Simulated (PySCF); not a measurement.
Species: `F[C@@H]1C=CC[Si@@H]1C(F)(F)F`. The columns A, B, C and D hold Mulliken, IAO, Hirshfeld and ESP-fitted charges (e) of one PBE0/pcSseg-1 density (PySCF), in a shuffled order. Coordinates in Å (GFN2-xTB); the density's dipole moment is (-3.04, 1.00, 2.37) D.

```csv
atom,x,y,z,A,B,C,D
F1,-0.117,-1.986,-1.332,-0.324,-0.284,-0.332,-0.126
C2,-0.695,-1.360,-0.237,-0.091,+0.350,-0.092,-0.026
C3,-1.737,-0.373,-0.682,-0.178,-0.333,-0.137,-0.063
C4,-1.656,0.873,-0.246,-0.126,-0.132,-0.149,-0.031
C5,-0.526,1.274,0.663,-0.552,-0.084,-0.532,-0.158
Si6,0.546,-0.296,0.786,+0.854,+0.106,+0.889,+0.360
C7,2.219,-0.013,-0.177,+0.562,+0.453,+0.530,+0.170
F8,2.058,0.605,-1.358,-0.279,-0.162,-0.272,-0.098
F9,2.911,-1.138,-0.414,-0.276,-0.181,-0.265,-0.100
F10,3.042,0.782,0.547,-0.291,-0.197,-0.282,-0.111
H11,-1.159,-2.170,0.338,+0.150,+0.032,+0.138,+0.041
H12,-2.504,-0.720,-1.356,+0.161,+0.175,+0.112,+0.053
H13,-2.379,1.626,-0.518,+0.158,+0.132,+0.109,+0.054
H14,-0.924,1.588,1.629,+0.165,+0.077,+0.165,+0.048
H15,-0.009,2.142,0.250,+0.168,+0.069,+0.170,+0.048
H16,0.922,-0.826,2.094,-0.101,-0.018,-0.052,-0.060
```

Which column most likely holds the ESP-fitted charges?

B. Σ q r misses the density's dipole by 0.05 D (B), 1.38 D (D), 2.60 D (A), 3.48 D (C). Charges fitted to the outside potential are the only set here that is tied to the molecule's multipoles.

And the Hirshfeld charges?

D. The mean sizes are 0.097 e (D), 0.174 e (B), 0.264 e (C), 0.277 e (A), and Hirshfeld charges are commonly the smallest of these schemes.

As computed, A = IAO, B = ESP-fitted, C = Mulliken, D = Hirshfeld. Hydrogens on carbon: IAO +0.15 to +0.17, ESP-fitted +0.03 to +0.17, Mulliken +0.11 to +0.17, Hirshfeld +0.04 to +0.05 e.

The ESP scheme fits charges at the nuclei, held to the total charge, to the electrostatic potential on points at 1.4 to 2.0 times the van der Waals radii. The Hirshfeld scheme weights the molecular density at each point by an atom's share of the summed free-atom densities.

Isolated species at its GFN2-xTB geometry, gas phase.
